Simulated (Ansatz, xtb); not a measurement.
**FGeH2OSb: where a starting geometry ends**

The starting geometry of this gas-phase singlet was built from a drawn formula by distance geometry and a force field; its bonds are those of `[O-][SbH2+][Ge][F]`.

```xyz
6

F     0.8408    3.0605    3.7519
Ge    1.3208    3.0359    2.0357
O     0.5382   -0.1741    1.8195
Sb   -0.0482    1.3797    0.6334
H     0.9893    0.9507   -0.7506
H    -1.6676    1.5338    1.2859
```

Problem. Where would you expect an optimisation with r2SCAN-D4/def2-SVP to take it?

Solution. A new bond forms, giving a structure given below by its coordinates. Distances that change by over a tenth: Ge2–Sb4 (2.57 → 3.35 Å). Contacts that close: Ge2–O3 (3.31 → 1.76 Å).

The energy falls by 4.98 eV over 22 steps:

| step | E − E(last) (eV) |
| --- | --- |
| 1 | 4.980 |
| 3 | 3.511 |
| 6 | 2.577 |
| 8 | 1.316 |
| 10 | 0.486 |
| 13 | 0.032 |
| 15 | 0.014 |
| 17 | 0.002 |
| 20 | 0.000 |
| 22 | 0.000 |

Final geometry (Å):

```xyz
6

F     0.3327    2.9532    3.2002
Ge    1.6848    1.7854    3.1782
O     1.3987    1.2267    1.5376
Sb   -0.0573    1.9682    0.3186
H    -0.0068    0.5499   -0.6622
H    -1.3787    1.3033    1.2032
```

From the same start GFN2-xTB reaches the same bonding as this run.

No frequencies were run, so the end isn't proven a minimum. Atoms past krypton carry core potentials, without spin–orbit terms. Run with Ansatz 0.2.0, 85 s on 1 thread of Intel(R) Xeon(R) Platinum 8259CL CPU @ 2.50GHz (Skylake/Cascade Lake), on a shared host.
